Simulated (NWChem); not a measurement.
Everything below was run with NWChem. System: Cl3In, charge 1, spin multiplicity 2, at the geometry of a parent with another charge or spin, in a state set for the comparison that need not be this species' ground state. Its SCF solution wasn't tested for a lower state. Level: UPBE/def2-TZVPD with def2 effective core potentials on In.

NWChem printed:

```
             Northwest Computational Chemistry Package (NWChem) 7.3.0
             --------------------------------------------------------

                                NWChem Input Module
                                -------------------

 Scaling coordinates for geometry "geometry" by  1.889725989
 (inverse scale =  0.529177249)

 Turning off AUTOSYM since
 SYMMETRY directive was detected!

                             Geometry "geometry" -> ""
                             -------------------------

 Output coordinates in angstroms (scale by  1.889725989 to convert to a.u.)

  No.       Tag          Charge          X              Y              Z
 ---- ---------------- ---------- -------------- -------------- --------------
    1 In                  49.0000     0.00000000     0.00000000    -0.00000100
    2 Cl                  17.0000     0.00000000     0.00000000     2.32089900
    3 Cl                  17.0000    -2.00996200     0.00000000    -1.16044800
    4 Cl                  17.0000     2.00996200     0.00000000    -1.16044800

 Effective nuclear repulsion energy (a.u.)     683.9155394392

            Nuclear Dipole moment (a.u.)
            ----------------------------
        X                 Y               Z
 ---------------- ---------------- ----------------
     0.0000000000     0.0000000000     0.0000037795

      Symmetry information
      --------------------

 Group name             C2v
 Group number             16
 Group order               4
 No. of unique centers     3

      Symmetry unique atoms

     1    2    3


 Summary of "ao basis" -> "" (spherical)
 ------------------------------------------------------------------------------
       Tag                 Description            Shells   Functions and Types
 ---------------- ------------------------------  ------  ---------------------
 *                         def2-tzvpd                 on all atoms

 Summary of "ao basis" -> "ao basis" (spherical)
 ------------------------------------------------------------------------------
       Tag                 Description            Shells   Functions and Types
 ---------------- ------------------------------  ------  ---------------------
 In                        def2-tzvpd               18       56   7s5p4d2f
 Cl                        def2-tzvpd               16       46   6s6p3d1f

 Summary of "ao basis" -> "ao basis" (spherical)
 ------------------------------------------------------------------------------
       Tag                 Description            Shells   Functions and Types
 ---------------- ------------------------------  ------  ---------------------
 In                        def2-tzvpd               18       56   7s5p4d2f
 Cl                        def2-tzvpd               16       46   6s6p3d1f

      Symmetry analysis of basis
      --------------------------

        a1         75
        a2         25
        b1         55
        b2         39

            General Information
            -------------------
          SCF calculation type: DFT
          Wavefunction type:  spin polarized.
          No. of atoms     :     4
          No. of electrons :    71
           Alpha electrons :    36
            Beta electrons :    35
          Charge           :     1
          Spin multiplicity:     2
          Use of symmetry is: on ; symmetry adaption is: on
          Maximum number of iterations: 100
          AO basis - number of functions:   194
                     number of shells:    66
          Convergence on energy requested:  1.00D-06
          Convergence on density requested:  1.00D-05
          Convergence on gradient requested:  5.00D-04

              XC Information
              --------------
          PerdewBurkeErnzerhof Exchange Functional  1.000
            Perdew 1991 LDA Correlation Functional  1.000 local
           PerdewBurkeErnz. Correlation Functional  1.000 non-local

             Grid Information
             ----------------
          Grid used for XC integration:  medium
          Radial quadrature: Mura-Knowles
          Angular quadrature: Lebedev.
          Tag              B.-S. Rad. Rad. Pts. Rad. Cut. Ang. Pts.
          ---              ---------- --------- --------- ---------
[...]
   166     -0.285496  4 Cl pz                75      0.185056  2 Cl px
   118     -0.167989  3 Cl px               164     -0.167989  4 Cl px
   123      0.162075  3 Cl pz               169     -0.162075  4 Cl pz
    69      0.151548  2 Cl px               117      0.132747  3 Cl pz

 Vector   37  Occ=0.000000D+00  E=-3.451312D-01  Symmetry=a1
              MO Center=  2.5D-14,  6.7D-16,  6.0D-04, r^2= 4.8D+00
   Bfn.  Coefficient  Atom+Function         Bfn.  Coefficient  Atom+Function
  ----- ------------  ---------------      ----- ------------  ---------------
     5      0.757228  1 In s                  2      0.619500  1 In s
     6      0.534231  1 In s                  1     -0.456245  1 In s
     3     -0.391833  1 In s                 74      0.279563  2 Cl pz
   118     -0.241889  3 Cl px               164      0.241889  4 Cl px
     4     -0.236951  1 In s                 77      0.196685  2 Cl pz

 Vector   38  Occ=0.000000D+00  E=-2.830067D-01  Symmetry=b2
              MO Center=  3.2D-14, -2.5D-15, -3.0D-04, r^2= 3.9D+00
   Bfn.  Coefficient  Atom+Function         Bfn.  Coefficient  Atom+Function
  ----- ------------  ---------------      ----- ------------  ---------------
    18      0.561784  1 In py                15      0.460210  1 In py
    12     -0.360159  1 In py                73     -0.150209  2 Cl py
   119     -0.149939  3 Cl py               165     -0.149939  4 Cl py
    21      0.148560  1 In py                76     -0.117821  2 Cl py
   122     -0.117624  3 Cl py               168     -0.117624  4 Cl py

   alpha - beta orbital overlaps
   -----------------------------

   alpha      1      2      3      4      5      6      7      8      9     10
    beta      1      2      3      4      5      6     11     10      7      8
 overlap   1.000  1.000  1.000  1.000  1.000  1.000  0.953  0.954  0.954  0.953

   alpha     11     12     13     14     15     16     17     18     19     20
    beta      9     12     13     14     15     16     17     18     19     20
 overlap   1.000  1.000  1.000  1.000  1.000  1.000  1.000  1.000  1.000  0.995

   alpha     21     22     23     24     25     26     27     28     29     30
    beta     21     22     23     24     25     26     27     28     29     30
 overlap   0.996  0.996  1.000  1.000  0.995  0.996  0.996  1.000  0.992  0.991

   alpha     31     32     33     34     35     36     37     38     39     40
    beta     31     35     34     36     32     33     37     38     39     40
 overlap   1.000  0.757  0.990  0.764  1.000  1.000  1.000  1.000  1.000  1.000

   alpha     41     42     43     44     45     46     47     48     49     50
    beta     41     42     43     44     45     46     47     48     49     50
 overlap   0.999  0.998  0.999  0.999  1.000  1.000  1.000  0.999  0.999  0.999

   alpha     51     52     53     54     55     56     57     58     59     60
    beta     51     52     53     54     55     56     57     58     59     60
 overlap   1.000  1.000  1.000  1.000  0.999  0.998  0.998  1.000  0.998  0.998

   alpha     61     62     63     64     65     66     67     68     69     70
    beta     62     61     63     64     65     66     67     70     68     69
 overlap   1.000  0.999  0.999  0.997  0.997  0.998  0.998  0.986  0.997  0.985

   alpha     71     72     73     74     75     76     77     78     79     80
    beta     71     72     73     74     76     77     75     78     79     80
 overlap   0.999  1.000  0.999  0.999  0.998  0.995  0.997  1.000  1.000  1.000

   alpha     81     82     83     84     85     86     87     88     89     90
    beta     81     82     83     84     85     86     88     89     87     90
 overlap   1.000  0.999  1.000  1.000  0.997  0.997  0.998  0.845  0.847  0.993

   alpha     91     92     93     94     95     96     97     98     99    100
    beta     91     92     93     94     95     97     96     98     99    100
 overlap   0.992  0.996  0.997  0.997  1.000  0.996  1.000  0.994  0.994  1.000

   alpha    101    102    103    104    105    106    107    108    109    110
    beta    101    102    104    103    105    106    107    108    109    110
 overlap   0.987  0.987  0.987  0.988  0.999  0.999  1.000  1.000  1.000  1.000

   alpha    111    112    113    114    115    116    117    118    119    120
    beta    111    112    113    114    115    116    117    118    119    120
 overlap   1.000  1.000  1.000  1.000  1.000  1.000  1.000  1.000  1.000  1.000

   alpha    121    122    123    124    125    126    127    128    129    130
    beta    121    122    123    124    125    126    127    128    129    130
 overlap   1.000  1.000  1.000  1.000  1.000  0.999  0.997  0.995  1.000  1.000

   alpha    131    132    133    134    135    136    137    138    139    140
    beta    132    133    131    134    135    137    136    138    139    140
 overlap   0.999  0.999  1.000  0.999  0.999  0.999  0.994  0.993  0.993  0.997

   alpha    141    142    143    144    145    146    147    148    149    150
    beta    141    142    143    144    145    146    147    148    149    151
 overlap   0.997  0.990  0.993  0.968  0.968  0.995  0.996  0.996  0.998  0.970

   alpha    151    152    153    154    155    156    157    158    159    160
    beta    150    152    153    156    157    154    155    158    159    160
 overlap   0.970  0.996  0.999  0.999  0.999  0.999  0.999  0.999  0.999  0.999

   alpha    161    162    163    164    165    166    167    168    169    170
    beta    161    162    163    164    165    166    167    168    169    170
 overlap   0.999  1.000  1.000  1.000  0.999  0.999  0.999  1.000  1.000  1.000

   alpha    171    172    173    174    175    176    177    178    179    180
    beta    171    172    173    174    175    176    177    178    179    180
 overlap   1.000  1.000  1.000  1.000  1.000  1.000  1.000  1.000  1.000  1.000

   alpha    181    182    183    184    185    186    187    188    189    190
    beta    181    182    183    184    185    186    187    188    189    190
 overlap   0.998  1.000  0.998  1.000  1.000  1.000  1.000  1.000  1.000  1.000

   alpha    191    192    193    194
    beta    191    192    193    194
 overlap   1.000  1.000  1.000  1.000

     --------------------------
     Expectation value of S2:
     --------------------------
      <S2> =      0.7517 (Exact =     0.7500)

 center of mass
 --------------
 x =   0.00000000 y =   0.00000000 z =  -0.00000009

 moments of inertia (a.u.)
 ------------------
        1008.979608730471           0.000000000000           0.000000000000
           0.000000000000        2017.964611264971           0.000000000000
           0.000000000000           0.000000000000        1008.985002534500

     Multipole analysis of the density
     ---------------------------------

     L   x y z        total         alpha         beta         nuclear
     -   - - -        -----         -----         ----         -------
     0   0 0 0      1.000000    -36.000000    -35.000000     72.000000

     1   1 0 0     -0.000000     -0.000000     -0.000000      0.000000
     1   0 1 0     -0.000000     -0.000000     -0.000000      0.000000
     1   0 0 1     -0.029684      0.007994     -0.037735      0.000057

     2   2 0 0    -35.425814   -268.529966   -257.410836    490.514988
     2   1 1 0     -0.000000     -0.000000     -0.000000      0.000000
     2   1 0 1      0.000000      0.000000      0.000000      0.000000
     2   0 2 0    -40.213766    -20.391838    -19.821928      0.000000
     2   0 1 1      0.000000      0.000000     -0.000000      0.000000
     2   0 0 2    -35.562233   -268.490766   -257.583834    490.512366

 Task  times  cpu:       50.8s     wall:       50.8s

 Total times  cpu:       50.9s     wall:       50.9s
```

**Question.** Write an NWChem input that would produce this output.

**Answer.** Several could match; the one computed here: 
```
start mol
memory heap 200 mb stack 900 mb global 1100 mb
charge 1
geometry units angstroms nocenter noautoz
  In     0.000000     0.000000    -0.000001
  Cl     0.000000     0.000000     2.320899
  Cl    -2.009962     0.000000    -1.160448
  Cl     2.009962     0.000000    -1.160448
  symmetry group C2v
end
basis spherical
  * library def2-tzvpd
end
ecp
  In library def2-ecp
end
dft
  xc xpbe96 cpbe96
  odft
  mult 2
  semidirect memsize 60000000 filesize 0
  iterations 100
end
task dft energy
```
